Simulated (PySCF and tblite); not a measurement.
Results of a calculation; reference values are marked as such.
Dynamics report: rotation

System: C6H6BClO2, numbered as in [OH:1][B:2]([OH:3])[c:4]1[cH:5][cH:6][cH:7][cH:8][c:9]1[Cl:10].

Motion: rotation about the B2–O3 bond (torsion O1–B2–O3–H from 0° to 180°, rising). Level: PBE0/pcSseg-1 + D3(BJ), IEF-PCM cyclohexane on GFN2-xTB stationary points, with GFN2-xTB thermal terms. Rate constants are transition-state-theory values, counting equivalent paths, without tunnelling. Run with tblite and PySCF.

```tsv
point	symmetry	E(GFN2) kcal/mol	E(DFT) kcal/mol	ZPE change kcal/mol	lowest mode cm⁻¹	dipole D
start	Cs	0.0	0.0	0.00	25	1.19
saddle	C1	11.8	10.3	-1.26	612i	2.98
end	C1	4.8	3.5	-0.19	47	4.24
```

```json
{"Electronic barrier": "10.3 kcal/mol", "Barrier with zero-point energy": "9.0 kcal/mol", "ΔH‡ (298 K)": "9.0 kcal/mol", "ΔS‡ (298 K, symmetry apart)": "-0.4 cal/(mol K)", "Paths": "2 equivalent paths", "End point": "a different minimum", "Mean lifetime of the start against this motion at 298 K": "380 ns", "Cost": "99 s on 1 thread of Arm Neoverse V2, on a host shared with other jobs (rough), peak memory 1.1 GiB, launched as `OMP_NUM_THREADS=1 python ens_run.py task.json out`"}
```

| T/K | ΔG‡ kcal/mol | k s⁻¹ | ΔG kcal/mol | k back s⁻¹ |
| --- | --- | --- | --- | --- |
| 200 | 9.1 | 1010 | 3.4 | 2.4×10⁶ |
| 250 | 9.1 | 1.2×10⁵ | 3.4 | 5.2×10⁷ |
| 298 | 9.1 | 2.6×10⁶ | 3.4 | 3.9×10⁸ |
| 350 | 9.1 | 2.9×10⁷ | 3.4 | 1.8×10⁹ |
| 400 | 9.2 | 1.6×10⁸ | 3.4 | 5.7×10⁹ |

ΔG and ΔG‡ leave out symmetry numbers and mirror images; rates count paths: 2 out, 1 back.
